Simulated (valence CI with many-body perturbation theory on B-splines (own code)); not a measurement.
**Valence orbitals of Dy³⁴⁺**

Calculated by relativistic CI+MBPT: four valence electrons over a frozen Dirac-Fock core [Ar] 3d10, a basis of 11 s, 11 p, 9 d, 7 f, 5 g, 2 h, 1 i functions for each j, with the one-electron correlation potential Σ1, the two-electron term Σ2, the three-electron term Σ3, Breit, model QED; selected CI, second order for the rest (own B-spline code, finite nucleus).

No measured spectrum was set against this ion. As an estimate, large intervals hold to a few tenths of a per cent, small ones and those within an open d or f shell to about a per cent.

These are the spectroscopic orbitals of the CI (the correlating ones are not listed), shaped by the core and the other valence electrons. h is the expectation value of the core's Dirac-Fock operator, without the valence repulsion; Σ1 is computed up to l = 3 at one energy for each symmetry, that of its lowest orbital but kept below the first core excitation, so for empty shells it is not the orbital's own correlation shift; Breit and QED include the response of the core.

| Orbital | h (hartree) | Σ1 (cm⁻¹) | Breit (cm⁻¹) | QED (cm⁻¹) | ⟨r⟩ (bohr) |
| --- | --- | --- | --- | --- | --- |
| 4s1/2 | -62.148 | -13644 | 8440 | 6355 | 0.4721 |
| 5s1/2 | -36.952 | -4885 | 3725 | 2856 | 0.7986 |
| 6s1/2 | -24.513 | -2351 | 1928 | 1505 | 1.214 |
| 7s1/2 | -17.453 | -1335 | 1141 | 894 | 1.713 |
| 4p1/2 | -59.24 | -14272 | 13188 | 52.3 | 0.4711 |
| 5p1/2 | -35.545 | -5170 | 5870 | 28.2 | 0.8081 |
| 6p1/2 | -23.737 | -2542 | 3116 | 16.3 | 1.231 |
| 7p1/2 | -16.98 | -1459 | 1863 | 10.2 | 1.738 |
| 4p3/2 | -57.198 | -12683 | 8005 | 656 | 0.4894 |
| 5p3/2 | -34.597 | -4776 | 3587 | 300 | 0.8315 |
| 6p3/2 | -23.219 | -2388 | 2052 | 162 | 1.259 |
| 7p3/2 | -16.666 | -1383 | 1232 | 98.1 | 1.772 |
| 4d3/2 | -52.595 | -14079 | 5702 | -334 | 0.4804 |
| 5d3/2 | -32.416 | -5276 | 2623 | -147 | 0.8388 |
| 6d3/2 | -22.017 | -2668 | 1435 | -78.8 | 1.280 |
| 4d5/2 | -52.159 | -13487 | 3503 | -93.2 | 0.4854 |
| 5d5/2 | -32.207 | -5064 | 1555 | -35.9 | 0.8449 |
| 6d5/2 | -21.9 | -2562 | 850 | -17.9 | 1.288 |
| 4f5/2 | -47.241 | -13456 | 2018 | -184 | 0.4507 |
| 5f5/2 | -30.029 | -4379 | 898 | -88.8 | 0.8282 |
| 4f7/2 | -47.142 | -13033 | 699 | -105 | 0.4525 |
| 5f7/2 | -29.971 | -4240 | 318 | -48.5 | 0.8304 |
| 5g7/2 | -28.92 |  | 65.0 | -16.9 | 0.7636 |
| 5g9/2 | -28.898 |  | -18.0 | -0.1 | 0.7646 |

Among the shells of the start configuration 4s2 4p2, Σ1 is largest in size for 4p1/2, where it is 0.11 % of h.

Lowest root of each symmetry, sizes in configuration state functions:

| J | Parity | Roots | Reference | Variational | Second order | Change by selected CI (cm⁻¹) | Change by second order (cm⁻¹) |
| --- | --- | --- | --- | --- | --- | --- | --- |
| 0 | even | 7 | 34 | 15688 | 60708 | -5552 | -1 |
| 1 | even | 11 | 70 | 37170 | 153430 | -4487 | -3 |
| 2 | even | 16 | 106 | 39999 | 312489 | -5182 | -15 |
| 3 | even | 11 | 96 | 40000 | 417778 | -8514 | -33 |
| 4 | even | 6 | 82 | 39993 | 334704 | -5885 | -34 |
| 5 | even | 2 | 47 | 21956 | 219578 | -6623 | -22 |
| 0 | odd | 3 | 17 | 10777 | 57041 | -7529 | -4 |
| 1 | odd | 8 | 46 | 30351 | 184187 | -7789 | -6 |
| 2 | odd | 9 | 58 | 38747 | 278727 | -5657 | -6 |
| 3 | odd | 5 | 53 | 38541 | 274402 | -5525 | -13 |
| 4 | odd | 2 | 37 | 26302 | 283791 | -7639 | -17 |
